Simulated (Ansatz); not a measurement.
Ansatz results at the PBE0-D4/def2-TZVP geometry: HOMO energy (ωB97M-V/def2-TZVPP) -10.87 eV; LUMO energy (PBE0/def2-TZVPP) -2.17 eV; HOMO–LUMO gap (ωB97M-V/def2-TZVPP) 10.57 eV.

Each molecule was computed in one conformer, which needn't be the lowest.

Question: Which molecule gave them?
A. `O=C=[N][In]([N]=C=O)[N]=C=O`
B. `[CH3][InH][C]#N`
C. `[OH][In]([OH])[O][SiH3]`
D. `C[N](C)[InH][Br]`

Answer: C. The others give `[CH3][InH][C]#N`: -10.65, -2.23, 9.98; `C[N](C)[InH][Br]`: -8.59, -1.25, 8.74; `O=C=[N][In]([N]=C=O)[N]=C=O`: -11.24, -2.53, 10.72.
